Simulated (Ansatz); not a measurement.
CH$_{7}$NSi$_{2}$, SMILES `NC1[SiH2][SiH2]1`, 11 atoms. Total charge 0; spin multiplicity 1. All runs use 2 threads of an Arm Neoverse V1 on a shared host. Correlated methods freeze the cores.

(1) How many basis functions does each run have, and how long does it take in Ansatz? RHF-CCSD(T)/def2-SVP energy; RKS LC-ωPBE/def2-TZVPP energy; RKS PBE-QIDH (frozen core)/def2-TZVPP energy; direct RPA on PBE orbitals/def2-TZVPP energy; RHF-MP2/def2-QZVPP energy; RKS PBE0-D4/def2-QZVPP energy; RKS PBE0-D4/def2-SVP energy; RKS ωB97M-V/def2-QZVPP energy; RKS PBE0-D4/def2-TZVP frequencies; RKS PBE0-D4/def2-TZVP relaxation (12 steps); RKS ωB97M-V/def2-SVP energy; RKS CAM-B3LYP-D4/def2-TZVPP energy. (Estimate.)

## Answers

(1) Computed: Other jobs shared the machine, so times are rough.

```
                                level                    job  functions  wall time  peak host memory (GiB)
                 RKS PBE0-D4/def2-SVP                 energy         99      2.4 s                     0.2
                 RHF-CCSD(T)/def2-SVP                 energy         99      4.6 s                    0.36
               RKS LC-ωPBE/def2-TZVPP                 energy        244      4.7 s                    0.44
          RKS CAM-B3LYP-D4/def2-TZVPP                 energy        244        6 s                    0.64
                 RKS ωB97M-V/def2-SVP                 energy         99      8.5 s                    0.29
RKS PBE-QIDH (frozen core)/def2-TZVPP                 energy        244       11 s                     0.6
direct RPA on PBE orbitals/def2-TZVPP                 energy        244       12 s                    0.62
               RKS PBE0-D4/def2-QZVPP                 energy        464       23 s                     1.5
               RKS ωB97M-V/def2-QZVPP                 energy        464       47 s                     1.8
                   RHF-MP2/def2-QZVPP                 energy        464       57 s                     2.7
                RKS PBE0-D4/def2-TZVP  relaxation (12 steps)        178       61 s                    0.41
                RKS PBE0-D4/def2-TZVP            frequencies        178    4.7 min                    0.41
```

LC-ωPBE has ω = 0.4 bohr⁻¹.
